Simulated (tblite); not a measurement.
hexafluorodisiloxane (F$_{6}$OSi$_{2}$), singlet, at a GFN2-xTB geometry; tblite with GFN1-xTB.

Here is a job for tblite.
```
$ tblite run mol.xyz --method gfn1 --charge 0 --spin 0 --guess eeq --json tblite.json --no-restart

# file mol.xyz
9

F      2.21885290     0.19334445    -1.14768293
Si     1.49242503     0.32186169     0.23964350
F      2.33834457    -0.41456129     1.33748724
F      1.39842636     1.84874384     0.60070824
O      0.05739792    -0.36176336     0.18858272
Si    -1.48267425    -0.38331814    -0.20760702
F     -1.71986274     0.17718168    -1.65679789
F     -2.32640504     0.48452724     0.79431689
F     -1.97554429    -1.87206957    -0.14549515
```

What the program printed (banner, timings and long lists left out):

```
xTB calculator
 | screened Coulomb repulsion
 | Coulomb electrostatics
 |  * isotropic Klopman-Ohno-Mataga-Nishimoto electrostatics
 |  * onsite third-order electrostatics
 | DFT-D3(BJ) dispersion correction

halogen bonding energy    0.0000000000000E+00 Eh
repulsion energy          1.3334736939516E-01 Eh
dispersion energy        -2.9824759492798E-03 Eh
number of electrons       5.6000000000000E+01 e
integral cutoff           2.8146159136829E+01 bohr

------------------------------------------------------------
  cycle        total energy    energy error   density error
------------------------------------------------------------
      1     -39.79872583224  -3.9929091E+01   6.4558663E-01
      2     -39.81360290497  -1.4877073E-02   3.8038151E-01
      3     -39.75411010644   5.9492799E-02   1.2196905E-01
      4     -39.82295039127  -6.8840285E-02   1.8006660E-02
      5     -39.82307918779  -1.2879653E-04   4.5953593E-03
      6     -39.82317898933  -9.9801539E-05   1.3909084E-04
      7     -39.82317905544  -6.6104526E-08   2.3254255E-05
      8     -39.82317905492   5.2119731E-10   1.8462168E-05
------------------------------------------------------------

electronic energy        -3.9953543948362E+01 Eh
total energy             -3.9823179054916E+01 Eh

Post processing:
 | Mayer-Wiberg bond orders

[Info] JSON dump of results written to 'tblite.json'
```
